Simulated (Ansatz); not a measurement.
Results of the Gaussian-basis code of Ansatz.

A structure relaxed at PBE0-D4/def2-TZVP, charge 0, multiplicity 1:

```xyz
14

N    -1.9547   -1.7026   -0.3660
Si   -0.2933   -1.6460   -0.7458
O     0.4188   -0.1677   -0.6462
Si    0.3190    1.1820    0.2611
N     1.8388    1.9355    0.0900
O     0.0102    0.8769    1.8447
H    -2.2686   -1.6369    0.5886
H    -2.6496   -1.3544   -1.0058
H    -0.1328   -2.0839   -2.1514
H     0.4049   -2.5447    0.2059
H    -0.8547    1.9776   -0.1605
H     2.0137    2.8552    0.4592
H     2.3919    1.7511   -0.7307
H     0.7563    0.5577    2.3569
```

(1) Give its formula and SMILES.

(2) Point group (tolerance 0.08 Å, 0.16 Å for H)?

(3) Summarise the bond lengths by kind.

Results:

(1) H8N2O2Si2, `N[SiH2]O[SiH](N)O`.

(2) C1.

(3) 2 × N–Si 1.705 Å; 4 × H–N 1.006 to 1.007 Å; 3 × O–Si 1.629 to 1.644 Å; 3 × H–Si 1.479 to 1.483 Å; 1 × H–O 0.960 Å.
